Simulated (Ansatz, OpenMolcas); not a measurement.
# How basis sets differ on BBr2F (dibromofluoroborane)

The species is BBr2F (4 atoms), meant as a singlet with charge 0. SMILES: `FB(Br)Br`. Geometry: relaxed at PBE0-D4/def2-TZVP.

Each level gives the HOMO–LUMO gap (eV). The values are calculated.

| level | kind | program | value (eV) | CPU time |
| --- | --- | --- | --- | --- |
| HF/ANO-RCC-MB (DKH2) | Hartree–Fock | OpenMolcas | 13.86 | 7 s |
| HF/STO-3G | Hartree–Fock | Ansatz | 15.29 | 0.29 s |
| HF/3-21G | Hartree–Fock | Ansatz | 14.00 | 0.6 s |
| HF/cc-pVDZ | Hartree–Fock | OpenMolcas | 14.15 | 9.9 s |
| HF/def2-SVP | Hartree–Fock | Ansatz | 14.12 | 1.3 s |
| HF/def2-SVPD | Hartree–Fock | Ansatz | 13.17 | 2.6 s |
| HF/def2-TZVPPD | Hartree–Fock | Ansatz | 12.59 | 5.8 s |

All-electron rows without a relativistic Hamiltonian named are non-relativistic. The values span 12.59 to 15.29 eV. A Hartree–Fock LUMO above zero doesn't converge with the basis: it sinks as sets grow more diffuse. Orbital gaps aren't excitation energies. CPU times are rough (shared hosts, several kinds of processor): they show what a rung costs within a factor of a few.
